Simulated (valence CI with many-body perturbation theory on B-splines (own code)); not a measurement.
F IV: electric-dipole lines

Level of theory: configuration interaction combined with many-body perturbation theory (CI+MBPT): four valence electrons over a frozen Dirac-Fock core [He], a basis of 11 s, 11 p, 10 d, 8 f, 5 g, 2 h functions for each j, with the one-electron correlation potential Σ1 (screened to all orders), the two-electron term Σ2, the three-electron term Σ3, Breit, model QED; selected single and double excitations, second order for the rest, scaled by the run's own slope (own B-spline code, finite nucleus).

Set against measurement, 48 paired levels are off by 141 cm⁻¹ on average, the worst by 849. These come from a selection out of Moore, Atomic Energy Levels, vol. I, NSRDS-NBS 35 (1971 reprint of NBS Circular 467, 1949), an old analysis. Levels without a partner in it may be off by more. Among the levels kept, up to 2200 cm⁻¹ of a level comes from second order outside the variational space, and about a tenth of that is noise between levels of different J, which matters for small intervals. 1 measured level below the end of the list, from 492395 cm⁻¹ on, found no clear computed partner, and computed levels of the same name lie up to 459 cm⁻¹ from them.

Lines 201 to 250 of 560 in falling wavelength, among levels below 647726 cm⁻¹, chosen from the strongest by gf and those to the six lowest levels. Wavelengths and rates use the calculated energies, so an error of 100 cm⁻¹ moves a line at 245.2 nm by 0.25 % and its rate by three times that or more. Electric multipoles are in the length gauge, E1 and E2 with the static RPA response of the core. Weak lines are less certain than strong ones. Lines between different terms over intervals too small for the method are left out, as are lines whose strength nearly cancels. Where a level lies close to another of its J and parity, the split of strength between their lines is uncertain. The highest levels of a list are the least certain.

Names give the largest LS component (configuration and term), which can be under half, so a name can repeat, a term be missing and a line seem to break the LS rules; names also repeat where a configuration has a term twice. Letters in brackets count levels of one name in rising energy.

```tsv
λ vac (nm)	Upper	Lower	A (s⁻¹)	S (a.u.)
253.7	2s 2p2 3d 3D_2	2s 2p2 3p 3P°_1 [a]	1.09e+08	4.41e+00
253.6	2s 2p2 3p 5P°_2	2s 2p2 3s 5P_3	9.94e+07	4.00e+00
252.5	2s2 2p 5g 3G°_3 [b]	2s2 2p 4f 1D_2	4.47e+07	2.49e+00
252.4	2s 2p2 3p 5P°_3	2s 2p2 3s 5P_3	1.53e+08	8.48e+00
252.3	2s 2p2 3p 5P°_1	2s 2p2 3s 5P_2	1.69e+08	4.01e+00
252.2	2s2 2p 5g 3G°_5 [a]	2s2 2p 4f 3G_4	2.13e+08	1.85e+01
252.2	2s2 2p 5f 3G_4	2s2 2p 4d 1F°_3	3.49e+07	2.48e+00
251.8	2s2 2p 5g 3H°_4 [a]	2s2 2p 4f 3G_3	2.09e+08	1.48e+01
251.6	2s2 2p 5g 3G°_5 [b]	2s2 2p 4f 1G_4	7.47e+07	6.46e+00
251.6	2s2 2p 3p 3S_1	2s2 2p 3s 3P°_2	9.12e+07	2.15e+00
251.6	2s2 2p 5g 3F°_3	2s2 2p 4f 1D_2	8.91e+08	4.90e+01
251.6	2s2 2p 5g 3H°_4 [b]	2s2 2p 4f 1G_4	5.70e+07	4.03e+00
251.1	2s2 2p 5g 3F°_2	2s2 2p 4f 3D_1	8.17e+08	3.19e+01
250.9	2s2 2p 3d 3P°_2	2s2 2p 3p 3P_2	7.29e+07	2.84e+00
250.6	2s2 2p 5g 1H°_5	2s2 2p 4f 1G_4	9.74e+08	8.32e+01
250.5	2s2 2p 5g 3G°_3 [b]	2s2 2p 4f 3D_2	7.27e+08	3.95e+01
250.3	2s 2p2 3p 5P°_3	2s 2p2 3s 5P_2	6.86e+07	3.72e+00
250.1	2s2 2p 5g 3F°_4 [b]	2s2 2p 4f 3D_3	8.11e+08	5.63e+01
250.1	2s2 2p 5g 3G°_5 [b]	2s2 2p 4f 3G_5	8.62e+07	7.32e+00
250.0	2s 2p2 3p 5P°_2	2s 2p2 3s 5P_1	9.84e+07	3.80e+00
250.0	2s2 2p 5g 3G°_3 [b]	2s2 2p 4f 3D_3	4.17e+07	2.25e+00
249.6	2s2 2p 5g 3F°_2	2s2 2p 4f 3D_2	1.43e+08	5.48e+00
249.1	2s2 2p 5g 3F°_3	2s2 2p 4f 3D_3	9.96e+07	5.32e+00
249.1	2s2 2p 5g 3H°_6	2s2 2p 4f 3G_5	1.09e+09	1.08e+02
248.9	2s 2p2 3p 3F°_4	2s 2p2 3s 3D_3	1.17e+08	7.99e+00
248.1	2s2 2p 5g 3G°_5 [b]	2s2 2p 4f 3G_4	7.15e+08	5.93e+01
248.1	2s 2p2 3p 3F°_3	2s 2p2 3s 3D_2	9.92e+07	5.23e+00
248.0	2s2 2p 5g 3H°_4 [b]	2s2 2p 4f 3G_4	5.23e+07	3.54e+00
247.7	2s2 2p 5f 3D_2	2s2 2p 4d 1P°_1	1.63e+08	6.12e+00
247.6	2s2 2p 5g 3H°_4 [b]	2s2 2p 4f 3G_3	7.95e+08	5.36e+01
247.6	2s2 2p 5g 3F°_4 [b]	2s2 2p 4f 3G_4	6.82e+07	4.60e+00
247.4	2s 2p2 3p 3F°_2	2s 2p2 3s 3D_1	9.01e+07	3.37e+00
247.1	2s2 2p 5g 3G°_3 [b]	2s2 2p 4f 3G_3	7.75e+07	4.04e+00
247.1	2s2 2p 5g 1H°_5	2s2 2p 4f 3G_4	9.03e+07	7.39e+00
246.8	2s2 2p 5g 3G°_5 [a]	2s2 2p 4f 3F_4	8.48e+08	6.92e+01
246.6	2s2 2p 5g 3F°_4 [a]	2s2 2p 4f 3F_3	1.19e+08	7.91e+00
246.5	2s2 2p 5g 3H°_4 [a]	2s2 2p 4f 3F_3	7.62e+08	5.07e+01
246.3	2s2 2p 5g 3G°_3 [a]	2s2 2p 4f 3F_2	8.27e+08	4.27e+01
246.2	2s 2p2 3p 1P°_1	2s2 2p 4p 1D_2	1.59e+08	3.50e+00
246.1	2s2 2p 5f 1D_2	2s2 2p 4d 1P°_1	3.66e+08	1.35e+01
245.9	2s2 2p 5g 3F°_4 [a]	2s2 2p 4f 1F_3	7.97e+08	5.26e+01
245.9	2s2 2p 5g 3G°_3 [a]	2s2 2p 4f 1F_3	5.35e+07	2.75e+00
245.9	2s2 2p 3d 1D°_2	2s2 2p 3p 3D_1	9.14e+07	3.35e+00
245.8	2s 2p2 3d 5P_3	2s 2p2 3p 5P°_3	1.17e+08	6.03e+00
245.8	2s2 2p 5g 3H°_4 [a]	2s2 2p 4f 1F_3	9.44e+07	6.23e+00
245.2	2s2 2p 3d 3F°_4	2s2 2p 3p 3D_3	2.63e+08	1.72e+01
245.0	2s2 2p 5f 1G_4	2s2 2p 4d 1F°_3	6.18e+08	4.04e+01
244.9	2s 2p2 3d 5P_2	2s 2p2 3p 5P°_3	7.48e+07	2.71e+00
244.7	2s2 2p 3d 3F°_3	2s2 2p 3p 3D_2	2.39e+08	1.21e+01
243.2	2s 2p2 3d 5P_1	2s 2p2 3p 5P°_2	1.18e+08	2.50e+00
```
